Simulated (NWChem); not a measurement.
Species: ethylenediamine (C$_{2}$H$_{8}$N$_{2}$); SMILES NCCN

```xyz
12

N     -0.1726     1.8521    -0.0518
C      0.5019     0.5706    -0.0332
C     -0.5019    -0.5706    -0.0332
N      0.1726    -1.8521    -0.0518
H      0.4977     2.6096    -0.1566
H     -0.6498     2.0161     0.8332
H      1.1981     0.4272     0.8251
H      1.1206     0.4749    -0.9401
H     -1.1206    -0.4749    -0.9401
H     -1.1981    -0.4272     0.8251
H     -0.4977    -2.6096    -0.1566
H      0.6498    -2.0161     0.8332
```
Atoms are numbered in this order, from 1.

All runs: NWChem. Pople sets run with spherical d functions. Geometry: optimised at PBE0/def2-SVP.

Q: Taking B3LYP/aug-cc-pVTZ as the yardstick, which of these has the fewest basis functions while keeping “dipole (D)” within 0.1 D of it: B3LYP/def2-TZVP; B3LYP/3-21G; B3LYP/STO-3G; B3LYP/def2-SVPD; B3LYP/6-31+G*; B3LYP/def2-SVP; B3LYP/6-31G*; B3LYP/6-311++G**?

A: B3LYP/def2-SVP (a larger set in the list lies outside the tolerance).
```csv
level,basis functions,dipole (D)
B3LYP/STO-3G,28,2.12
B3LYP/3-21G,52,2.20
B3LYP/6-31G*,72,2.02
B3LYP/6-31+G*,88,2.14
B3LYP/def2-SVP,96,1.90
B3LYP/def2-SVPD,144,1.87
B3LYP/6-311++G**,144,1.99
B3LYP/def2-TZVP,172,1.93
B3LYP/aug-cc-pVTZ,368,1.85
```

The yardstick is one finite set, not the basis-set limit.
